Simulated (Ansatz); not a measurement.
Mulliken charges of Cl2MoOS (`[O]=[Mo](=[S])([Cl])[Cl]`) from r2SCAN/def2-TZVPP in Ansatz (PBE0-D4/def2-TZVP geometry).

```json
{"atom": "O1", "x (Å)": "0.007", "y (Å)": "-0.083", "z (Å)": "1.739", "charge (e)": "-0.432"}
{"atom": "Mo2", "x (Å)": "0.009", "y (Å)": "-0.017", "z (Å)": "0.082", "charge (e)": "1.199"}
{"atom": "S3", "x (Å)": "1.497", "y (Å)": "-1.325", "z (Å)": "-0.594", "charge (e)": "-0.265"}
{"atom": "Cl4", "x (Å)": "-1.973", "y (Å)": "-0.708", "z (Å)": "-0.690", "charge (e)": "-0.251"}
{"atom": "Cl5", "x (Å)": "0.510", "y (Å)": "2.059", "z (Å)": "-0.578", "charge (e)": "-0.251"}
```

**Question.** By hand: the dipole of these point charges (1 e Å = 4.8032 D).

**Answer.** Σ q r = (-0.022, 0.027, -0.177) e Å, of length 0.180 e Å = 0.86 D.

**Question.** How does the dipole of the full density compare? (An estimate is asked.)

**Answer.** Computed: (-0.053, 0.054, -0.160) e Å, 0.85 D; the point charges give 1.01 times that, at 14° from its direction.

Point charges leave out the atoms' own dipoles, such as those of lone pairs, and Mulliken's split depends on the basis, so the close match here is no proof of good charges.
